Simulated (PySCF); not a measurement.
Species: sum formula H2GeOCl, net charge -1, singlet state. It need not be the lowest isomer of its formula. Whether it binds its extra electron was not tested at this geometry. SMILES: [GeH2]([O-])[Cl]
Structure (B3LYP-D3(BJ)/def2-TZVP (Ansatz) minimum search):
```
Ge
O 1 1.6775
H 1 1.5708 2 118.38
H 1 1.5708 3 106.28 2 136.11
Cl 1 2.3290 3 97.64 4 100.31
```
Charge -1, spin multiplicity 1.

Dispersion corrections to the total energy (kcal/mol) from the dftd3 and dftd4 libraries through PySCF: D3(BJ) without and D4 with the three-body term, each with the damping fitted for the functional named.

```json
[
 {"functional": "PBE0", "D3(BJ)": "-1.83", "D4": "?"},
 {"functional": "LC-wPBE", "D3(BJ)": "?", "D4": "-3.00"},
 {"functional": "revPBE", "D3(BJ)": "-4.83", "D4": "-7.34"},
 {"functional": "TPSSh", "D3(BJ)": "-2.45", "D4": "-3.23"},
 {"functional": "BLYP", "D3(BJ)": "-4.64", "D4": "-5.82"},
 {"functional": "PW6B95", "D3(BJ)": "-1.27", "D4": "?"},
 {"functional": "PBE", "D3(BJ)": "-2.02", "D4": "-2.66"}
]
```

Complete the blanks.


- PBE0, D4: -2.25
- LC-wPBE, D3(BJ): -2.10
- PW6B95, D4: -2.34
